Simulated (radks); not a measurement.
The numbers below are computed, except where a source is named.
Cr, 24 electrons, occupied as [Ar] 3d4 4s2 (not the ground configuration). Level of theory: scalar-relativistic Kohn-Sham, BP86, spin-polarised, spherical densities, point nucleus; open shells are filled with parallel spins first (a radial shooting solver on a logarithmic mesh with Libxc functionals). Some entries of the table are withheld. Estimate them.

orbital  occ.  eigenvalue (hartree)  <1/r> (bohr^-1)
1s down     1             -216.3209            23.89
1s up       1             -216.3206            23.89
2s up       1             -24.69095            5.048
2s down     1             -24.63780            5.056
2p up       3             -20.76957            4.948
2p down     3             -20.72889            4.956
3s up       1              -2.91151            1.575
3s down     1              -2.77176            1.570
3p up       3                   (1)            1.438
3p down     3                   (2)            1.431
3d up       4              -0.26502            1.057
4s up       1                   (3)           0.4186
4s down     1                   (4)           0.3838
3d down     0              -0.14518           0.9943
4p up       0              -0.06093           0.2982
4p down     0              -0.04897           0.2683

Answer. 
(1) 3p up eigenvalue (hartree): -1.85709
(2) 3p down eigenvalue (hartree): -1.71975
(3) 4s up eigenvalue (hartree): -0.19869
(4) 4s down eigenvalue (hartree): -0.16680
